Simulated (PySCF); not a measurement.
Isomers of C3H11F2NSi3, one GFN2-xTB conformer each. Single-point energies are computed at PBE0/pcSseg-1 (PySCF, gas phase, no added dispersion term), electronic only.

```json
{"SMILES": "NCC(F)(F)[Si@H]1C[SiH2][SiH2]1", "GFN2-xTB relative energy (kcal/mol)": "104.8"}
{"SMILES": "F[C@@H]1C[SiH2][Si@@](F)(N[SiH3])C1", "GFN2-xTB relative energy (kcal/mol)": "0.0"}
{"SMILES": "C/N=C/C(F)(F)[SiH2][SiH2][SiH3]", "GFN2-xTB relative energy (kcal/mol)": "91.6"}
```

Conformers: `[NH2:1][CH2:2][C:3]([F:4])([F:5])[Si@H:6]1[CH2:7][SiH2:8][SiH2:9]1` with H–N1–C2–C3 61° and -59°, N1–C2–C3–F4 74°, C2–C3–Si6–C7 85°, C3–Si6–C7–Si8 100°, Si6–C7–Si8–Si9 9°, C7–Si8–Si9–Si6 -7°, C3–Si6–Si9–Si8 -100°; `[F:1][C@@H:2]1[CH2:3][SiH2:4][Si@@:5]([F:6])([NH:7][SiH3:8])[CH2:9]1` with Si4–Si5–N7–Si8 55°, F1–C2–C3–Si4 -175°, C2–C3–Si4–Si5 26°, C3–Si4–Si5–F6 115°, Si4–Si5–C9–C2 -27°; `[CH3:1]/[N:2]=[CH:3]/[C:4]([F:5])([F:6])[SiH2:7][SiH2:8][SiH3:9]` with N2–C3–C4–F5 78°, C3–C4–Si7–Si8 57°, C4–Si7–Si8–Si9 35°.

Task: What does PBE0/pcSseg-1 give for the same structures?

Result: 
```tsv
SMILES	PBE0/pcSseg-1 E (Eh)	PBE0/pcSseg-1 (kcal/mol)	GFN2-xTB (kcal/mol)	point group
F[C@@H]1C[SiH2][Si@@](F)(N[SiH3])C1	-1243.13720	0.0	0.0	C1
NCC(F)(F)[Si@H]1C[SiH2][SiH2]1	-1243.01353	77.6	104.8	C1
C/N=C/C(F)(F)[SiH2][SiH2][SiH3]	-1242.98019	98.5	91.6	C1
```

Both levels put the same isomer lowest; measured from each level's own lowest isomer, the values differ by up to 27.2 kcal/mol (NCC(F)(F)[Si@H]1C[SiH2][SiH2]1: 104.8 against 77.6). As drawn, the lowest has an N–H bond and an Si–F bond, which the highest lacks; the highest has a C=N bond and two fluorines on one carbon, which the lowest lacks.

Task: Which frontier levels, dipoles and rotational constants go with these structures?

Result: 
```json
{"SMILES": "F[C@@H]1C[SiH2][Si@@](F)(N[SiH3])C1", "HOMO (eV, PBE0/pcSseg-1)": "-7.32", "LUMO (eV)": "-0.81", "dipole (D)": "2.22", "A, B, C (MHz)": "1105, 702.5, 598.9"}
{"SMILES": "NCC(F)(F)[Si@H]1C[SiH2][SiH2]1", "HOMO (eV, PBE0/pcSseg-1)": "-7.18", "LUMO (eV)": "-1.05", "dipole (D)": "2.13", "A, B, C (MHz)": "1521, 689.4, 587.4"}
{"SMILES": "C/N=C/C(F)(F)[SiH2][SiH2][SiH3]", "HOMO (eV, PBE0/pcSseg-1)": "-7.67", "LUMO (eV)": "-1.34", "dipole (D)": "3.24", "A, B, C (MHz)": "1124, 743.6, 645.5"}
```
